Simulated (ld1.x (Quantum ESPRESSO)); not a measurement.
**Which change was made? (Sc, TM)**

```json
{
  "Element": "scandium (Sc)",
  "Generator": "ld1.x (Quantum ESPRESSO) 7.5",
  "Type": "norm-conserving Troullier–Martins (Kleinman–Bylander form)",
  "Functional": "LDA (PZ)",
  "Relativity": "scalar-relativistic",
  "Frozen core": "[Ar]",
  "Valence charge": "3",
  "Reference configuration": "3d1 4s2 4p0",
  "Partial waves": "4s (bound): rc 3.25 bohr; 4p (bound, empty): rc 2.75 bohr; 3d (bound): rc 2.95 bohr",
  "Local potential": "all-electron potential smoothed inside 2.45 bohr (lloc = -1)",
  "Core correction": "a·sin(br)/r model core inside 1.65 bohr"
}
```

Cutoffs, loose and tight: the cutoffs (Ry, on a coarse ladder) from which the occupation-weighted sum of valence levels, in a spherical-Bessel basis at the reference potential, stays within 10 and 1 mRy of its value at 400 Ry. They do not see the model core or the augmentation charge, which bear on the density cutoff. Test errors are all-electron minus pseudo excitation energies from the reference, over the configurations 3d1 4s1 4p0; 3d1 4s0 4p0; 3d1 4s1.5 4p0; 3d2 4s0 4p0; 3d1 4s0 4p2; 3d1 4s0 4p1; 3d2 4s1 4p0 (two spin-polarised tests are not counted in the largest error); variants that change the core or the reference have their own tests.

The base gives: outcome: generated; cutoff, loose: 25 Ry; cutoff, tight: 30 Ry; bound ghosts: none; largest test error (meV): -42.

Problem. After one change the result is: outcome: generated; cutoff, loose: 35 Ry; cutoff, tight: 40 Ry; bound ghosts: s; largest test error (meV): -121. Which change was it?
A. all radii but the core radius scaled by about 0.86 (s 2.80, p 2.36, d 2.54 bohr); local potential all-electron potential smoothed inside 2.10 bohr (lloc = -1)
B. all radii but the core radius scaled by about 1.24 (s 4.04, p 3.42, d 3.68 bohr); local potential all-electron potential smoothed inside 3.04 bohr (lloc = -1)
C. all radii but the core radius scaled by about 1.37 (s 4.44, p 3.76, d 4.02 bohr); local potential all-electron potential smoothed inside 3.34 bohr (lloc = -1)

Solution. A. The others give: all radii but the core radius scaled by about 1.37 (s 4.44, p 3.76, d 4.02 bohr); local potential all-electron potential smoothed inside 3.34 bohr (lloc = -1) → outcome: generated; cutoff, loose: 15 Ry; cutoff, tight: 18 Ry; bound ghosts: none; largest test error (meV): +353 | all radii but the core radius scaled by about 1.24 (s 4.04, p 3.42, d 3.68 bohr); local potential all-electron potential smoothed inside 3.04 bohr (lloc = -1) → outcome: generated; cutoff, loose: 18 Ry; cutoff, tight: 21 Ry; bound ghosts: none; largest test error (meV): +256.
